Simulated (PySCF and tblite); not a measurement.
Values are calculated unless marked as measured or tabulated.
C₅H₇NO₂, numbered as in [N:1]#[C:2][CH:3]1[O:4][CH2:5][CH2:6][CH2:7][O:8]1.

Free energies: PBE0-D3(BJ)/pcSseg-1 on GFN2-xTB structures plus GFN2-xTB thermal terms, symmetry and mirror images included. Conformers within 2.5 kcal/mol (GFN2-xTB free energy) were kept, 4 at most. Couplings: B3LYP/6-31G* with pcJ-1 on H (gas phase; spin-dipole term only for pairs with B, N, F, Si or P). Couplings are for ¹H. H–H couplings come out 0.1 to 0.9 Hz lower than with pcJ-1 on all atoms. Of two unlike H on one atom, a is the less shielded (PBE0/pcSseg-1). Codes: tblite and PySCF.

The 6-ring runs over atoms 3–4–5–6–7–8.

```tsv
conformer	shape	weight %
1	6-ring chair (C2 axial)	99.2
2	6-ring chair (all substituents equatorial)	0.8
```

Problem. Give the couplings in each conformer and the averages at 298.15 K (pairs that fast motion interchanges averaged).

Solution. 
| coupling | pairs | 1 | 2 | average (Hz) |
| --- | --- | --- | --- | --- |
| ²J(H5b,H5a) | 2 | -12.2 | -11.9 | -12.2 |
| ³J(H5b,H6b) | 2 | 1.6 | 11.6 | 1.7 |
| ³J(H5b,H6a) | 2 | 5.0 | 2.5 | 5.0 |
| ³J(H5a,H6b) | 2 | 2.6 | 4.9 | 2.6 |
| ³J(H5a,H6a) | 2 | 11.9 | 1.6 | 11.8 |
| ²J(H6b,H6a) | 1 | -13.4 | -13.5 | -13.4 |


Conformer gaps in pcSseg-1 on xTB geometries can be 2 kcal/mol off for S=O, P=O and other polar bonds.